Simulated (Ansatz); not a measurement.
A geometry relaxed with Ansatz (a program for electronic structure) with B3LYP-D3(BJ)/def2-TZVP, charge 0, multiplicity 1:

```xyz
4

H     -0.7209     1.4061     0.0005
H      1.5781    -0.0787    -0.0004
Al     0.0000     0.0000     0.0000
H     -0.8573    -1.3273    -0.0001
```

**Question.** Write the SMILES of this molecule.

**Answer.** `[AlH3]`
